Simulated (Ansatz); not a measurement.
Compare A (`FBO[SiH2][SiH3]`) with its isomer B (`B[SiH2]O[SiH2]F`).

Calculated with Ansatz (gas phase, PBE0-D4/def2-TZVP geometries, no zero-point term in ΔE). CBS: MP2 limit from def2 TZ/QZ plus the TZ coupled-cluster correction, frozen cores. DFT in def2-TZVPP. B3LYP here is the variant with VWN-RPA as its local correlation; programs differ in this. Each species was taken in one conformer, which may not be the lowest.

(1) Which isomer does CCSD(T)/CBS put lower? Give the gap. (An estimate is asked.)

(2) Give E(B) − E(A) in kcal/mol with PBE-D4, B3LYP-D4, r2SCAN-D4, ωB97M-V, B3LYP, CCSD(T)/def2-TZVPP, HF/def2-TZVPP. (Estimate.)

Largest T1 diagnostic: 0.013.

## Answers

(1) Computed: A, by 13.5 kcal/mol.

(2) Computed: PBE-D4 20.7, B3LYP-D4 16.0, r2SCAN-D4 17.0, ωB97M-V 15.3, B3LYP 15.8, CCSD(T)/def2-TZVPP 14.9, HF/def2-TZVPP 10.1. None reverses the order clearly.

In def2-TZVPP, CCSD(T) changes the Hartree–Fock value by +4.8 kcal/mol (the triples alone add +1.2 kcal/mol) and MP2 by +3.6 kcal/mol. From PBE to PBE0 (25 % exact exchange), in def2-TZVPP and without D4, E(B) − E(A) moves by −2.1 kcal/mol.
